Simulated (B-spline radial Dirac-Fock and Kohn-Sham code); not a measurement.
## Mg 2s: cross section and angular parameters

System: neutral magnesium, configuration [Ne] 3s2; threshold 88.60 eV (tabulated edge). These are calculated numbers from a radial atomic solver; the model is Dirac-Hartree-Slater photoionisation with a Latter tail; cross sections with all multipoles, angular parameters from the dipole term and its interference with E2.

Input of the calculation (task.json; shells as n, l, electrons):

```json
{"items": [{
  "Z": 12,
  "q": 0,
  "cfg": [[1, 0, 2], [2, 0, 2], [2, 1, 6], [3, 0, 2]],
  "A": 24,
  "rrms": 3.057,
  "do": "xps",
  "hv": [60, 61.9, 63.5, 112.0, 113.0, 120.0, 191.0, 316.0, 335.0, 340.0, 343.0, 371.0, 381.0, 400, 445.0, 513.0, 589.0, 600, 707.0, 1000, 1486.9, 2320.0, 2440.0, 4190.0, 6000, 6300.0, 7470.0, 8047.8, 12800.0, 15000],
  "edges": {"K": 1303.0, "L1": 88.6}
}]}
```

Command: `python xray2_run.py task.json out`

For linearly polarised light dσ/dΩ = σ/(4π) [1 + β P₂(cos θ) + (δ + γ cos²θ) sin θ cos φ], with θ from the polarisation vector and φ the angle between the beam and the projection of the electron momentum on the plane normal to the polarisation.

| hν (eV) | σ (kb) | β | γ |
| --- | --- | --- | --- |
| 112 | 561 | 2.000 | 0.267 |
| 113 | ? | ? | ? |
| 120 | 550 | 2.000 | 0.238 |
| 191 | 369 | 2.000 | 0.016 |
| 316 | 180 | 2.000 | -0.034 |
| 335 | 163 | 2.000 | -0.029 |
| 340 | 160 | 2.000 | -0.028 |
| 343 | 157 | 2.000 | -0.027 |
| 371 | 138 | 2.000 | -0.017 |
| 381 | 132 | 2.000 | -0.013 |
| 400 | 121 | 2.000 | -0.005 |
| 445 | 99.8 | 2.000 | 0.015 |
| 513 | 76.7 | 2.000 | 0.049 |
| 589 | 58.8 | 2.000 | 0.089 |
| 600 | 56.7 | 2.000 | 0.094 |
| 707 | 40.7 | 2.000 | 0.151 |
| 1000 | 19.5 | 2.000 | 0.293 |
| 1486.9 | 7.84 | 2.000 | 0.497 |
| 2320 | 2.62 | 2.000 | 0.776 |
| 2440 | 2.31 | 2.000 | 0.811 |
| 4190 | 0.554 | 2.000 | 1.235 |
| 6000 | 0.205 | 2.000 | 1.575 |
| 6300 | 0.179 | 2.000 | 1.626 |
| 7470 | 0.110 | 2.000 | 1.810 |
| 8047.8 | 0.0886 | 2.000 | 1.895 |
| 12800 | 0.0226 | 2.000 | 2.494 |
| 15000 | 0.0140 | 1.999 | 2.727 |

Problem. Give the values at 113 eV.

Solution. σ = 560 kb, β = 2.000, γ = 0.263. For an s subshell δ is negligible.
